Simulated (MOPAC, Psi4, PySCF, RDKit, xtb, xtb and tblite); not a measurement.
Two geometries of C5H4OS2, SMILES O=Cc1ccc(S)s1, singlet, relaxed at GFN2-xTB with one dihedral held; other torsions can differ between them too.

Structure A

```
12

O     -3.3279    -0.0026     0.0704
C     -2.3601     0.3881    -0.5172
C     -0.9681     0.2164    -0.0567
C     -0.3092     0.8519     0.9516
C      0.9982     0.3668     1.1644
C      1.3085    -0.6693     0.3360
S      2.8195    -1.5573     0.3066
S     -0.0014    -1.0563    -0.7376
H     -2.4448     0.8620    -1.5182
H     -0.7405     1.6625     1.5106
H      1.6759     0.7584     1.9001
H      2.4749    -2.3775    -0.6843
```

Structure B

```
12

O     -3.3953    -0.0323    -0.1074
C     -2.3501     0.3819    -0.5317
C     -1.0274     0.1447     0.0450
C     -0.0664     1.0790     0.3276
C      1.1478     0.5241     0.7617
C      1.1312    -0.8433     0.7380
S      2.4714    -1.8913     1.1480
S     -0.3983    -1.4662     0.2165
H     -2.3208     1.1085    -1.3716
H     -0.2483     2.1372     0.2688
H      2.0042     1.0974     1.0652
H      1.8122    -3.0337     0.9641
```

Problem. Which is lower in energy at the level DF-MP2 (frozen core)/cc-pVTZ // GFN2-xTB (Psi4), and by how much?

Solution. B is lower, by 13.16 kJ/mol (dihedral O1–C2–C3–S8: 100° in A, 60° in B).

E(B) − E(A) in kJ/mol at the other levels, on the same two geometries: GFN2-xTB (xtb and tblite) -10.12; MMFF94 // GFN2-xTB (RDKit) -7.56; PBE/def2-SVP // GFN2-xTB (Psi4) -16.78; PBE-D3(BJ)/def2-SVP // GFN2-xTB (Psi4) -16.83; HF/cc-pVTZ // GFN2-xTB (Psi4) -8.80; UFF // GFN2-xTB (RDKit) -14.56; AM1, restricted, heats of formation // GFN2-xTB (MOPAC) -4.91; PM3, restricted, heats of formation // GFN2-xTB (MOPAC) 1.06; GFN1-xTB // GFN2-xTB (xtb) -10.23; restricted B3LYP/6-31G*, spherical d, density fitting // GFN2-xTB (PySCF) -15.60; restricted Hartree-Fock/6-31G*, spherical d, density fitting // GFN2-xTB (PySCF) -9.68; restricted BP86/6-31G*, spherical d, density fitting // GFN2-xTB (PySCF) -17.72; restricted B3LYP/3-21G // GFN2-xTB (PySCF) -15.88.
